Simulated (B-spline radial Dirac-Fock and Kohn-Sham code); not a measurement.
Binding energies of Kr³⁺ at several levels of theory

System: Kr³⁺, configuration [Ar] 3d10 4s2 4p3.

The density-functional columns are spherical, spin-unpolarised Dirac-Kohn-Sham results without Breit or QED terms: −ε is minus the orbital energy of the initial state and ΔSCF the difference of two total energies. The reference in the last column comes from Dirac-Fock ΔSCF + Breit + QED. All numbers are from a radial atomic solver, in eV; a selection of levels is shown. For the 1s level of heavy atoms much of the gap between ΔSCF and the reference is the Breit and QED part, -32.9 eV here; for other levels the error of the functional can be larger.

```
level   PBE −ε  PBE ΔSCF   LDA −ε  LDA ΔSCF  Dirac-Fock
    K  14194.6   14423.7  14171.7   14400.1     14370.9
   L1   1904.4    1943.6   1901.8    1941.2      1974.7
   L3   1671.1    1717.6   1670.5    1717.0      1723.3
   M1    304.3     319.9    303.4     319.0       339.0
   M3    233.0     248.3    232.7     248.1       259.9
   M4    122.5     137.8    122.8     138.1       136.4
   M5    121.2     136.4    121.5     136.7       135.2
   N1    59.09     66.31    59.33     66.59       65.67
 N2,3    43.33     49.82    43.56     50.09       48.87
```

Q: Order the estimates of the K (1s) level by their distance from the Dirac-Fock value, nearest first.
A. PBE ΔSCF
B. LDA ΔSCF
C. LDA −ε
D. PBE −ε

A: B (29.1 eV), A (52.7 eV), D (176.3 eV), C (199.2 eV).

Values without a named source are computed, but for edge energies of neutral atoms, which are taken from tables.
